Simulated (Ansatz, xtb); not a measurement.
Relative energy of two isomers of C2H8GeO2Si

We compare I, `[CH3][Ge@@H]1[O]C[SiH2][O]1`, a singlet, with II, `[SiH3][O][Ge@@H]1[CH2]C[O]1`, a singlet. Both are isolated molecules in the gas phase, relaxed with B3LYP/def2-SVP; the shapes shown needn't be the lowest conformers.

I (Å):

```yaml
atoms:
  - { symbol: C, position_ang: [-1.7376, -0.9895, 1.3579] }
  - { symbol: C, position_ang: [-1.3261, 1.8392, -1.7434] }
  - { symbol: Ge, position_ang: [-2.1977, 0.7563, 0.6372] }
  - { symbol: O, position_ang: [-2.0521, 0.7527, -1.1578] }
  - { symbol: O, position_ang: [-0.9351, 1.9934, 0.9924] }
  - { symbol: Si, position_ang: [-0.2527, 2.6804, -0.3766] }
  - { symbol: H, position_ang: [-0.7296, -1.2738, 1.0242] }
  - { symbol: H, position_ang: [-2.4603, -1.7401, 1.0036] }
  - { symbol: H, position_ang: [-1.7639, -0.9630, 2.4576] }
  - { symbol: H, position_ang: [-3.5685, 1.3044, 1.0895] }
  - { symbol: H, position_ang: [-0.7070, 1.4434, -2.5682] }
  - { symbol: H, position_ang: [-2.0267, 2.5671, -2.1983] }
  - { symbol: H, position_ang: [-0.3859, 4.1662, -0.3660] }
  - { symbol: H, position_ang: [1.1960, 2.3344, -0.4786] }
```

II (Å):

```yaml
atoms:
  - { symbol: C, position_ang: [-0.5996, 0.5567, 1.9013] }
  - { symbol: C, position_ang: [-1.7642, -0.3308, 1.3847] }
  - { symbol: Ge, position_ang: [-1.2274, 1.8609, 0.5575] }
  - { symbol: O, position_ang: [-0.2238, 2.1262, -0.8825] }
  - { symbol: O, position_ang: [-2.3767, 0.4698, 0.3520] }
  - { symbol: Si, position_ang: [0.4508, 1.2368, -2.1207] }
  - { symbol: H, position_ang: [1.6352, 1.9830, -2.6292] }
  - { symbol: H, position_ang: [0.8966, -0.1051, -1.6346] }
  - { symbol: H, position_ang: [-0.5234, 1.0450, -3.2319] }
  - { symbol: H, position_ang: [-1.8623, 3.2304, 0.8470] }
  - { symbol: H, position_ang: [-0.6814, 0.8734, 2.9510] }
  - { symbol: H, position_ang: [0.4079, 0.1562, 1.7195] }
  - { symbol: H, position_ang: [-1.4117, -1.2902, 0.9651] }
  - { symbol: H, position_ang: [-2.5000, -0.5596, 2.1763] }
```

Quicker runs give these differences E(II) − E(I): GFN2-xTB +7.4 kcal/mol; HF/STO-3G +29.3 kcal/mol (at GFN2-xTB geometries); r2SCAN-D4/def2-SVP +20.9 kcal/mol (at GFN2-xTB geometries).

Problem. Estimate E(II) − E(I) at the level CCSD(T)/def2-SVP + ΔMP2/def2-TZVPP.

Solution. Calculated at CCSD(T)/def2-SVP + ΔMP2/def2-TZVPP: E(II) − E(I) = +19.6 kcal/mol, so structure I lies lower.

The same difference at several levels:

```json
{"level": "GFN2-xTB", "geometry": "GFN2-xTB", "E(II) − E(I) (kcal/mol)": "+7.4", "departure from the last row (kcal/mol)": "−12.2", "job, with rough time for the two": "optimisation, 0.6 s"}
{"level": "HF/STO-3G", "geometry": "GFN2-xTB", "E(II) − E(I) (kcal/mol)": "+29.3", "departure from the last row (kcal/mol)": "+9.7", "job, with rough time for the two": "single point, 1.7 s"}
{"level": "r2SCAN-D4/def2-SVP", "geometry": "GFN2-xTB", "E(II) − E(I) (kcal/mol)": "+20.9", "departure from the last row (kcal/mol)": "+1.2", "job, with rough time for the two": "single point, 8.7 s"}
{"level": "B3LYP/def2-SVP", "geometry": "B3LYP/def2-SVP", "E(II) − E(I) (kcal/mol)": "+18.8", "departure from the last row (kcal/mol)": "−0.8", "job, with rough time for the two": "optimisation, 4.4 min"}
{"level": "HF/def2-SVP", "geometry": "B3LYP/def2-SVP", "E(II) − E(I) (kcal/mol)": "+18.7", "departure from the last row (kcal/mol)": "−0.9", "job, with rough time for the two": "part of the CCSD(T) run"}
{"level": "MP2/def2-SVP", "geometry": "B3LYP/def2-SVP", "E(II) − E(I) (kcal/mol)": "+18.3", "departure from the last row (kcal/mol)": "−1.3", "job, with rough time for the two": "part of the CCSD(T) run"}
{"level": "CCSD(T)/def2-SVP", "geometry": "B3LYP/def2-SVP", "E(II) − E(I) (kcal/mol)": "+17.9", "departure from the last row (kcal/mol)": "−1.8", "job, with rough time for the two": "single point"}
{"level": "CCSD(T)/def2-SVP + ΔMP2/def2-TZVPP", "geometry": "B3LYP/def2-SVP", "E(II) − E(I) (kcal/mol)": "+19.6", "departure from the last row (kcal/mol)": "", "job, with rough time for the two": "single point, 2.2 min"}
```

As drawn, II has 1 C–C, 1 Si–H in place of 1 C–Si, 1 C–H. Structure I has a 5-membered ring, II a 4-membered ring.

The levels shown agree on the order. The largest departure from CCSD(T)/def2-SVP + ΔMP2/def2-TZVPP is that of GFN2-xTB, 12.2 kcal/mol. The last row adds to CCSD(T) the change of the MP2 difference between the two basis sets, here +1.8 kcal/mol.

With thermal terms from frequencies at re-optimised GFN2-xTB minima (ideal gas, soft modes damped towards free rotors, one conformer each, 298.15 K, 1 atm): the zero-point term adds −1.3 kcal/mol; ΔH is +18.5 and ΔG +17.7 kcal/mol.

The correlated steps freeze 18 core orbitals; the filled d shell of Ge is correlated, in a basis made for valence electrons. Programs: Ansatz 0.2.0, xtb 6.7.1; the last row on 2 threads of Intel(R) Xeon(R) Processor @ 2.70GHz on a shared host.
